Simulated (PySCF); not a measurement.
**Exercise with solution: oscillator strength and radiative lifetime**

B(F)2(OEt) (C2H5BF2O), SMILES CCOB(F)F.

Geometry optimised at ωB97X-D3(BJ)/def2-SVP. Other conformers were not sampled.

PySCF with TDA-PBE/def2-SVPD puts the first singlet state with f over 0.02 at 8.29 eV (vertical), with the transition dipole (0.388, -0.057, 0.254) in atomic units.

Question: Find the oscillator strength, the wavelength and the radiative lifetime that this transition would have in vacuum if emission retraced absorption.

Answer: 
|μ|² = 0.2183 au, so |μ| = 1.19 D. ΔE = 8.29/27.211 = 0.3047 hartree. f = (2/3) ΔE |μ|² = 0.044 (the program prints 0.044).
λ = 1239.84/8.29 = 150 nm; ν = 66863 cm⁻¹.
Einstein's coefficient A = 0.6670 ν² f s⁻¹ (ν in cm⁻¹) = 1.3e8 s⁻¹, so τ = 1/A = 7.6 ns. This state is S3; the lower singlets have f = 0.011, 0.003. The figure is the radiative limit of this one transition; relaxation, internal conversion, crossing to triplets and a medium change what is measured.
